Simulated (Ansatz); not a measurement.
Cl₂GeH₆O₈Si₂, SMILES `O[Si](O)(O)[O][Ge]([Cl])([Cl])[O][Si](O)(O)O`: the same geometry under several functionals.

```yaml
crystal:
  periodic: [false, false, false]
  atoms:
    - {symbol: O, position_ang: [2.198867, -0.468952, 0.352942]}
    - {symbol: Si, position_ang: [1.792411, 1.036622, -0.093701]}
    - {symbol: O, position_ang: [3.109805, 1.948393, 0.134040]}
    - {symbol: O, position_ang: [1.279454, 1.171272, -1.632225]}
    - {symbol: O, position_ang: [0.556684, 1.565191, 0.877917]}
    - {symbol: Ge, position_ang: [-0.539196, 0.711634, 1.906132]}
    - {symbol: Cl, position_ang: [0.349924, 0.019212, 3.688809]}
    - {symbol: Cl, position_ang: [-2.147801, 2.013197, 2.359323]}
    - {symbol: O, position_ang: [-1.211621, -0.682063, 1.078680]}
    - {symbol: Si, position_ang: [-1.346800, -1.207177, -0.444284]}
    - {symbol: O, position_ang: [0.033869, -2.029528, -0.753484]}
    - {symbol: O, position_ang: [-1.407764, 0.000798, -1.549566]}
    - {symbol: O, position_ang: [-2.700184, -2.083843, -0.623414]}
    - {symbol: H, position_ang: [1.665503, -1.181363, -0.021503]}
    - {symbol: H, position_ang: [3.083627, 2.845864, -0.198231]}
    - {symbol: H, position_ang: [0.351798, 0.957223, -1.791641]}
    - {symbol: H, position_ang: [0.136853, -2.402740, -1.631437]}
    - {symbol: H, position_ang: [-2.259211, 0.411692, -1.711844]}
    - {symbol: H, position_ang: [-2.987819, -2.629835, 0.109888]}
basis:
  gaussian: {orbitals: def2-TZVPP}
hamiltonian: {xc: {name: revPBE}, dispersion: d4}
output: {orbitals: {seedname: orbitals}}
```

```sh
$ ansatz run in.yaml --threads 11 --pin off --events-out ev --progress --plain --max-ram 174080MiB --backend cuda --devices 0, --max-vram 75GiB
```

Shortened log:

```
Functional definition: revPBE
3084 factors; their error is unknown
mean field evaluation 1: about -113759.6118 eV, gradient 1.6e2 eV
mean field evaluation 2: about -113579.3413 eV, gradient 3.3e2 eV
mean field evaluation 4: about -113798.2397 eV, gradient 2.2e1 eV
mean field evaluation 8: about -113798.9564 eV, gradient 4.0e-1 eV
mean field evaluation 16: about -113798.8975 eV, gradient 1.0e-2 eV
mean field -113798.89746877 eV, -4182.0323463140 hartree, gradient 6.0e-5 eV, S^2 0.000000; 0 other end points of the search recorded, 0 dependent functions left out
reference -113798.89754211 eV, -4182.0323490094 hartree; 82, 82 occupied and 466, 466 virtual orbitals, 3084 factors
Total energy: -113801.02185905 eV, -4182.1104162171 hartree
```

It took 12 s on 11 threads of an AMD EPYC 7R13 on a shared host and a whole NVIDIA H100 80 GB, with 1.1 GiB of host memory at the peak.

The same input with `hamiltonian: {xc: hse06, dispersion: d4}` (abridged; 13 s):

```
Functional definition: HSE06
mean field evaluation 16: about -113777.2160 eV, gradient 7.3e-4 eV
mean field -113777.21603999 eV, -4181.2355685026 hartree, gradient 6.7e-5 eV, S^2 0.000000
Total energy: -113777.90967984 eV, -4181.2610592970 hartree
```

Changing it to `hamiltonian: {xc: {name: r2SCANh}, dispersion: d4}` (abridged; 9.5 s):

```
Functional definition: r2SCANh
mean field evaluation 16: about -113805.9954 eV, gradient 7.8e-4 eV
mean field -113805.99540943 eV, -4182.2931908223 hartree, gradient 4.9e-5 eV, S^2 0.000000
Total energy: -113806.24404588 eV, -4182.3023280431 hartree
```

With the line `hamiltonian: {xc: {name: B2PLYP}}` (abridged; 14 s):

```
Functional definition: B2PLYP
mean field evaluation 16: about -113760.4465 eV, gradient 2.0e-4 eV
mean field -113760.44648512 eV, -4180.6192987279 hartree, gradient 9.6e-6 eV, S^2 0.000000
37 core orbitals not correlated: weight in the atoms' cores, before any rotation towards them, 1.000 or more for the frozen orbitals, at most 0.000 for the correlated occupied ones
second order -89.74650417 eV of doubles, -0.00000000 eV of singles
Total energy: -113784.67828152 eV, -4181.5098008209 hartree
```

The same input with `hamiltonian: {xc: {name: PBE-QIDH}}` (abridged; 11 s):

```
Functional definition: PBE-QIDH
mean field evaluation 16: about -113731.4476 eV, gradient 6.2e-4 eV
mean field -113731.44763344 eV, -4179.5536105848 hartree, gradient 4.9e-6 eV, S^2 0.000000
37 core orbitals not correlated: weight in the atoms' cores, before any rotation towards them, 1.000 or more for the frozen orbitals, at most 0.000 for the correlated occupied ones
second order -83.46704280 eV of doubles, -0.00000000 eV of singles
Total energy: -113759.26999789 eV, -4180.5760636199 hartree
```

Changing it to `hamiltonian: {xc: {name: BLYP}, dispersion: d4}` (abridged; 9.5 s):

```
Functional definition: BLYP
mean field evaluation 16: about -113816.2406 eV, gradient 1.0e-2 eV
mean field -113816.24059192 eV, -4182.6696943343 hartree, gradient 5.3e-5 eV, S^2 0.000000
Total energy: -113817.98324896 eV, -4182.7337357995 hartree
```

HSE06 is the plane-wave form, built on full-range PBE exchange.
